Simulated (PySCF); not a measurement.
**How methods differ on the ionisation energy of Kr³³⁺**

Kr³³⁺ [He] 2s1 [2s1/2^1, M_J = 1/2] → Kr³⁴⁺ 1s2, as a difference of total energies. Calculation: PySCF 2.14, in an uncontracted even-tempered set (17 s from 13 bohr⁻², ratio 2.4; 11 p from 17 bohr⁻², ratio 2.4; 5 d from 53 bohr⁻², ratio 2.6; 4 f from 79 bohr⁻², ratio 2.6); the two-component X2C-1e Hamiltonian. Correlated levels: nothing frozen; the 28 highest virtual spinors dropped. "Screened" scales the spin-orbit matrix elements by Boettger's factors to mimic the two-electron term; Breit and QED terms are absent.

```tsv
method	ionisation energy (eV)
GHF (screened spin-orbit)	4111.1
GMP2 (screened spin-orbit)	4111.3
```

For this ion Breit and QED terms and the two-electron picture change, all absent here, outweigh the correlation shift from GHF to GMP2.

For comparison: 4109.1 eV (theoretical estimate listed by NIST; NIST Atomic Spectra Database, ionization energies).
